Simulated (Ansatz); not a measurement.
Start from `F[SiH2]OCI` and change one atom or group to get `F[SiH2]OBS`.

Ansatz, PBE0-D4/def2-TZVP geometries, multiplicity 1. Each molecule was computed in one conformer, which needn't be the lowest.

Elements past krypton have def2 core potentials.

| property | `F[SiH2]OCI` |
| --- | --- |
| size of the dipole moment (ωB97M-V/def2-TZVPP) / D | 1.04 |
| HOMO energy (B3LYP/def2-TZVPP) / eV | -7.21 |
| size of the dipole moment (PBE/def2-TZVPP) / D | 1.12 |
| LUMO energy (ωB97M-V/def2-TZVPP) / eV | 0.85 |
| HOMO energy (PBE0/def2-TZVPP) / eV | -7.45 |
| HOMO–LUMO gap (PBE/def2-TZVPP) / eV | 4.29 |

Give the same properties after the change, and the shifts. (Best estimate.)

Computed: 
```tsv
property	`F[SiH2]OBS`	shift
size of the dipole moment (ωB97M-V/def2-TZVPP) / D	1.50	0.46
HOMO energy (B3LYP/def2-TZVPP) / eV	-7.71	-0.50
size of the dipole moment (PBE/def2-TZVPP) / D	1.48	0.36
LUMO energy (ωB97M-V/def2-TZVPP) / eV	1.53	0.68
HOMO energy (PBE0/def2-TZVPP) / eV	-7.97	-0.52
HOMO–LUMO gap (PBE/def2-TZVPP) / eV	5.35	1.06
```

With PBE0 the HOMO falls by 0.52 eV and the LUMO rises by 0.65 eV, so the gap widens by about 1.17 eV. PBE moves the HOMO by -0.49 eV and ωB97M-V by -0.53 eV. Dipoles are sizes alone; their direction can turn.

B3LYP here is the variant with VWN-RPA as its local correlation; programs differ in this.

Spin–orbit coupling is left out; it splits and shifts lone-pair levels of the heavy atoms by tenths of an eV.
